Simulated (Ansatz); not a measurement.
Al₄As₄H₁₄⁻, a cluster cut from wurtzite AlAs (hydrogen-capped). The state is a doublet with charge -1. Geometry r2SCAN-D4/def2-SVP, that of the neutral singlet; atoms count from 1.

```xyz
22

Al    1.0527   -2.4156   -1.0140
As   -0.6957   -0.9336   -2.1941
Al   -0.6338   -0.9718    2.5746
As    1.3282   -1.0196    1.0349
As   -2.2159    0.3850    1.0575
Al   -1.5447    1.1857   -1.2017
Al    2.4755    1.1686    0.6917
As    0.6043    2.3185   -0.6582
H     0.2628   -3.7664   -0.7187
H     2.3221   -2.3302   -1.9718
H    -1.9330   -1.7130   -2.5675
H    -0.2656   -0.5649   -3.5930
H    -1.3465   -2.3919    2.6815
H    -0.3940   -0.0118    3.8222
H     2.3498   -1.8033    1.8308
H    -3.5312   -0.3241    0.8454
H    -2.7607    1.6047    1.7596
H    -2.6156    2.0074   -2.0358
H     3.6763    1.0599   -0.3485
H     2.5486    2.0241    2.0329
H     1.1094    2.8507   -1.9770
H     0.2067    3.6417   -0.0509
```

Single mean-field runs in def2-TZVP are fitted with def2-universal-jkfit. The highest occupied level of the charge -1 doublet lies above zero (up to 1.08 eV). By energy differences its removal costs 0.19 eV (vertical, to the charge 0 singlet, at PBE0-D4/def2-TZVP); self-interaction error and the lack of diffuse functions both raise the level.

Q: Estimate the Mulliken populations from the PBE0/def2-TZVP orbitals of Ansatz.

A: 
```csv
atom,charge (e),spin (α − β)
Al1,0.16,0.08
As2,-0.15,0.04
Al3,0.18,0.06
As4,-0.26,0.00
As5,-0.24,0.18
Al6,0.17,0.14
Al7,0.16,0.08
As8,-0.15,0.04
H9,-0.14,0.00
H10,-0.14,0.00
H11,0.06,-0.01
H12,-0.02,0.11
H13,-0.15,0.01
H14,-0.15,0.01
H15,0.04,0.00
H16,0.00,0.08
H17,0.00,0.08
H18,-0.14,0.00
H19,-0.14,0.00
H20,-0.14,0.00
H21,-0.02,0.11
H22,0.06,-0.01
```
Mulliken values and Mayer orders depend strongly on the basis.

Q: Where does the spin sit?

A: Summed by element: Al 0.37, As 0.27, H 0.37, of 1 unpaired in all. Largest on single atoms: As5 0.18, Al6 0.14, H12 0.11.

Q: And the Mayer bond orders between bonded heavy atoms (over 0.3)?

A: Al1–As2 0.67 (2.58 Å); Al1–As4 0.81 (2.49 Å); As2–Al6 0.78 (2.49 Å); Al3–As4 0.80 (2.49 Å); Al3–As5 0.73 (2.58 Å); As4–Al7 0.81 (2.49 Å); As5–Al6 0.93 (2.49 Å); Al6–As8 0.78 (2.49 Å); Al7–As8 0.67 (2.58 Å).
